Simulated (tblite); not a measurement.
Species: C₂H₁₂Ge₂O₂Si.
Bonds: C1–O2, O2–Ge3, Ge3–O4, O4–C5, Ge3–Ge6, Ge6–Si7. Hydrogens: H8, H9, H10 on C1; H11 on Ge3; H12, H13, H14 on C5; H15, H16 on Ge6; H17, H18, H19 on Si7.

Computed with GFN2-xTB (tblite), gas phase: L-BFGS steps from a force-field or distance-geometry start until the largest atomic force falls under 0.01 eV/Å.

Step 36: E = -657.4103 eV
```
atom  x, y, z in Å  |  force x, y, z in eV/Å
C1     -1.1683    2.7161   -0.1905   -0.013  -0.060  -0.025
O2     -1.4567    1.5159   -0.8638   -0.021   0.006  -0.019
Ge3    -0.5324    0.0018   -0.9745    0.021   0.016  -0.076
O4     -1.0397   -1.1553    0.2926    0.000  -0.062   0.067
C5     -2.2899   -1.7985    0.4081    0.069   0.019   0.044
Ge6     1.8232    0.1426   -0.5345    0.073   0.000   0.019
Si7     2.9230   -1.2463    1.0165   -0.027  -0.006  -0.012
H8     -1.6948    2.7545    0.7657    0.000  -0.008   0.030
H9     -0.0956    2.8507   -0.0083   -0.048  -0.055  -0.013
H10    -1.5197    3.5332   -0.8236    0.006   0.054   0.019
H11    -1.2097   -0.4708   -2.2614   -0.001   0.011  -0.002
H12    -2.2116   -2.8199    0.0223   -0.036   0.054  -0.002
H13    -3.0739   -1.2685   -0.1378    0.022  -0.022   0.022
H14    -2.5551   -1.8420    1.4683   -0.008   0.027  -0.050
H15     2.0981    1.6137   -0.2654    0.011   0.053   0.002
H16     2.4684    0.0564   -1.9058   -0.013   0.007  -0.059
H17     2.1248   -2.4324    1.3090   -0.010  -0.020   0.028
H18     3.1934   -0.4882    2.2405   -0.010  -0.016   0.015
H19     4.2065   -1.6536    0.4352   -0.014   0.000   0.011
```

Step 37: E = -657.4118 eV
```
atom  x, y, z in Å  |  force x, y, z in eV/Å
C1     -1.1703    2.7151   -0.1896   -0.019  -0.072  -0.030
O2     -1.4615    1.5159   -0.8639   -0.008  -0.016  -0.025
Ge3    -0.5326    0.0025   -0.9797    0.043   0.036  -0.060
O4     -1.0353   -1.1556    0.2880   -0.007  -0.076   0.078
C5     -2.2865   -1.7963    0.4090    0.067   0.025   0.042
Ge6     1.8257    0.1444   -0.5356    0.034  -0.030   0.021
Si7     2.9204   -1.2486    1.0176   -0.040   0.012  -0.033
H8     -1.6964    2.7520    0.7669    0.001  -0.001   0.030
H9     -0.0971    2.8468   -0.0073   -0.053  -0.048  -0.017
H10    -1.5216    3.5326   -0.8223    0.013   0.056   0.028
H11    -1.2105   -0.4715   -2.2658   -0.004   0.013  -0.003
H12    -2.2123   -2.8185    0.0230   -0.035   0.069   0.016
H13    -3.0693   -1.2641   -0.1360    0.009  -0.024   0.017
H14    -2.5512   -1.8362    1.4702    0.009   0.019  -0.071
H15     2.0988    1.6146   -0.2631    0.018   0.059  -0.004
H16     2.4692    0.0551   -1.9077   -0.007   0.015  -0.052
H17     2.1276   -2.4363    1.3145   -0.024  -0.027   0.024
H18     3.1901   -0.4891    2.2396   -0.005  -0.004   0.035
H19     4.2027   -1.6534    0.4351    0.007  -0.007   0.004
```

Step 38: E = -657.4143 eV
```
atom  x, y, z in Å  |  force x, y, z in eV/Å
C1     -1.1762    2.7111   -0.1877   -0.032  -0.065  -0.026
O2     -1.4719    1.5144   -0.8637    0.010  -0.050  -0.040
Ge3    -0.5319    0.0052   -0.9945    0.068   0.047   0.003
O4     -1.0239   -1.1581    0.2765    0.012  -0.065   0.070
C5     -2.2774   -1.7899    0.4109    0.043   0.030   0.017
Ge6     1.8299    0.1460   -0.5374   -0.033  -0.053   0.004
Si7     2.9133   -1.2536    1.0196   -0.046   0.025  -0.041
H8     -1.7002    2.7465    0.7706   -0.001   0.004   0.013
H9     -0.1028    2.8381   -0.0052   -0.044  -0.039  -0.022
H10    -1.5259    3.5318   -0.8188    0.022   0.041   0.049
H11    -1.2130   -0.4722   -2.2773   -0.012   0.018  -0.009
H12    -2.2151   -2.8138    0.0265   -0.027   0.072   0.037
H13    -3.0591   -1.2539   -0.1314   -0.010  -0.017   0.007
H14    -2.5386   -1.8207    1.4732    0.027   0.003  -0.070
H15     2.1009    1.6158   -0.2579    0.026   0.053  -0.016
H16     2.4718    0.0528   -1.9111    0.004   0.029  -0.034
H17     2.1343   -2.4466    1.3280   -0.048  -0.026   0.009
H18     3.1817   -0.4902    2.2380    0.002   0.010   0.055
H19     4.1942   -1.6534    0.4343    0.038  -0.017  -0.004
```

Problem. Estimate the geometry and energy of step 39. (The exact step hangs on the optimiser's Hessian estimate; all steps are aligned on step 38, rigid shifts and turns removed.)

Solution. E = -657.4160 eV, largest force 0.083 eV/Å
```
atom  x, y, z in Å  |  force x, y, z in eV/Å
C1     -1.1812    2.7069   -0.1866   -0.035  -0.040  -0.014
O2     -1.4796    1.5120   -0.8639    0.015  -0.057  -0.047
Ge3    -0.5302    0.0079   -1.0053    0.060   0.029   0.049
O4     -1.0150   -1.1603    0.2691    0.044  -0.032   0.044
C5     -2.2701   -1.7840    0.4119    0.013   0.029  -0.009
Ge6     1.8321    0.1461   -0.5382   -0.062  -0.038  -0.019
Si7     2.9072   -1.2570    1.0206   -0.031   0.019  -0.023
H8     -1.7028    2.7425    0.7737   -0.005  -0.002  -0.009
H9     -0.1078    2.8308   -0.0041   -0.027  -0.036  -0.024
H10    -1.5283    3.5315   -0.8153    0.021   0.017   0.059
H11    -1.2149   -0.4732   -2.2851   -0.012   0.023  -0.009
H12    -2.2173   -2.8087    0.0297   -0.016   0.048   0.037
H13    -3.0518   -1.2467   -0.1283   -0.018   0.000  -0.004
H14    -2.5284   -1.8092    1.4740    0.028  -0.004  -0.033
H15     2.1030    1.6171   -0.2549    0.026   0.031  -0.023
H16     2.4733    0.0521   -1.9135    0.010   0.033  -0.018
H17     2.1385   -2.4547    1.3382   -0.056  -0.012  -0.005
H18     3.1750   -0.4904    2.2377    0.003   0.007   0.049
H19     4.1883   -1.6536    0.4330    0.042  -0.018  -0.002
```

The energy changes by -0.0017 eV. The first-order estimate −F·Δx gives -0.0023 eV and the mean of the old and new forces, exact on a quadratic surface, -0.0017 eV. The step makes an angle of 77° with the force vector and moves no atom by more than 0.015 Å.

What follows is the cost of the whole relaxation. Hardware: one thread, Arm Neoverse N1 (aarch64), shared host. Cost: 3.2 s.
